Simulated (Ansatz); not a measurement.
Ansatz (an electronic-structure program) input:

Ansatz 0.2 input:
```yaml
crystal:
  periodic: [false, false, false]
  atoms:
    - {symbol: Mo, position_ang: [0.00647517, -0.00620018, -0.06176619]}
    - {symbol: H, position_ang: [-0.45393104, -0.78603789, 1.30334400]}
    - {symbol: H, position_ang: [-0.75473259, 0.85253707, 1.10732733]}
    - {symbol: H, position_ang: [-0.51341346, -1.59752640, -0.28254492]}
    - {symbol: H, position_ang: [-1.02821628, 1.20679091, -0.61801505]}
    - {symbol: H, position_ang: [0.81686423, 0.30866156, 1.32667834]}
    - {symbol: H, position_ang: [1.66147220, 0.27598242, -0.24260968]}
basis:
  gaussian:
    orbitals: def2-TZVP
hamiltonian:
  xc: b3lyp
  dispersion: d3bj
phonons: {temperatures: {t_min: 298.15, t_max: 298.15, t_step: 100}}
```

### Question
Predict the final energy.

### Answer
-71.72742 Eh (B3LYP-D3(BJ)/def2-TZVP). The basis has 76 functions. The run takes roughly 40 core-seconds.
